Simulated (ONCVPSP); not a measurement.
# What one change does to a pseudopotential (tantalum (Ta), ONCV)

```json
{"Element": "Ta (Z = 73)", "Generator": "ONCVPSP 4.0.1", "Type": "optimised norm-conserving Vanderbilt (ONCV)", "Functional": "PBEsol", "Relativity": "fully relativistic", "Frozen core": "[Xe] 4f14", "Valence charge": "5", "Reference configuration": "5d3 6s1.5 6p0.5", "Partial waves": "6s: rc 2.40 bohr, ncon 4, nbas 7, qcut 2.2 1/bohr, local; 6p: rc 2.70 bohr, ncon 4, nbas 8, qcut 3.4 1/bohr, 2 projectors, debl 1.2 Ha; 5d: rc 2.40 bohr, ncon 4, nbas 8, qcut 6.8 1/bohr, 2 projectors, debl 1.4 Ha", "Local potential": "the s channel", "Core correction": "none"}
```

Open shells are filled in proportion to 2j + 1.

All-electron outer shells of the reference configuration (PBEsol, scalar-relativistic, ld1.x):

```json
{"shell": "5p", "level (eV)": "-40.20", "outermost node (bohr)": "0.58", "outermost maximum (bohr)": "1.13"}
{"shell": "4f", "level (eV)": "-25.52", "outermost node (bohr)": "–", "outermost maximum (bohr)": "0.44"}
{"shell": "6s", "level (eV)": "-5.98", "outermost node (bohr)": "1.32", "outermost maximum (bohr)": "2.74"}
{"shell": "5d", "level (eV)": "-4.29", "outermost node (bohr)": "0.65", "outermost maximum (bohr)": "1.58"}
{"shell": "6p", "level (eV)": "-1.75", "outermost node (bohr)": "1.59", "outermost maximum (bohr)": "3.80"}
```

Change: scalar-relativistic.

Cutoffs: the cutoffs (Ha) at which the residual kinetic energy of the hardest occupied pseudo-wave falls to 1 and 0.1 mHa per electron; they do not see the model core or the augmentation charge, which bear on the density cutoff. Errors are all-electron minus pseudo energies relative to the spin-unpolarised reference configuration.

**Question.** How do hardness, ghosts and transferability respond?

**Answer.** The potential gets softer (13 Ha and 22 Ha → 13 Ha and 16 Ha); both files keep a bound ghost (p); the number of tests with a reliable result goes from 3 to 4; of the 3 tests that both files solve, the error grows in 3 and shrinks in 0 by more than 15 % and 0.3 meV (median size 3.6 → 6.2 meV).

```tsv
quantity	base	changed
cutoff, loose	13 Ha	13 Ha
cutoff, tight	22 Ha	16 Ha
loose cutoff by channel	s 3.3 Ha, p 4.6 Ha, d 13 Ha	s 3.4 Ha, p 3.3 Ha, d 13 Ha
bound ghosts	p3/2, p1/2	p
GHOST(+) flags under 300 eV	none	none
tests with a reliable result	3 of 4	4 of 4
error for 5d3 6s2 6p0, meV [ΔE -2.07 → -2.08 eV]	+0.1	+0.7
error for 5d3 6s1 6p0, meV [ΔE 6.44 → 6.42 eV]	-3.6	-6.2
error for 5d4 6s1 6p0, meV [ΔE 0.03 → 0.01 eV]	-11	-15
s: phases at 2.44 bohr within 0.05 rad from the reference energy up to (Ha; the scan ends near 5)	1.3	1.3
```

 A true bound ghost makes a file unfit for plane-wave use even where its test errors are small: the radial tests pick states by their node count and pass the ghost by.
